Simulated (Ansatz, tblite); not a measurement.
Forces on the cluster Na₈⁺ at its r2SCAN/def2-SVP geometry. The state is a doublet with charge 1.

The xTB rows come from tblite. Another isomer (doublet) lies 0.09 eV lower at PBE0/def2-TZVP; other spin states weren't run for this one.

GFN1-xTB (tblite), largest force 0.14 eV/Å:

```xyz
8
positions Å, forces eV/Å
Na    0.413   -2.085   -0.208   -0.035    0.008    0.039
Na    1.608   -1.527    3.280   -0.043    0.077   -0.086
Na   -3.227   -2.086   -1.031    0.082    0.092    0.023
Na   -1.741   -0.409    1.994    0.031   -0.064   -0.026
Na    0.774    3.719   -1.352    0.007   -0.143    0.010
Na    2.128    0.385   -2.364   -0.063    0.071    0.058
Na   -1.365    0.828   -1.420   -0.025   -0.023   -0.041
Na    1.409    1.174    1.100    0.046   -0.018    0.023
```

GFN2-xTB (tblite), largest force 0.39 eV/Å:

```
Na 0.100 -0.374 -0.068
Na 0.015 0.084 0.021
Na -0.028 0.080 -0.024
Na -0.119 -0.012 0.139
Na -0.002 -0.070 0.011
Na 0.078 0.077 -0.097
Na -0.223 0.083 -0.174
Na 0.180 0.132 0.192
```

PBE/def2-TZVP (Ansatz), largest force 0.09 eV/Å:

```
Na -0.009 0.032 0.010
Na -0.047 0.041 -0.058
Na 0.059 0.054 0.034
Na 0.035 -0.032 -0.037
Na -0.001 -0.080 0.011
Na -0.046 0.022 0.043
Na 0.012 -0.016 0.004
Na -0.004 -0.022 -0.008
```
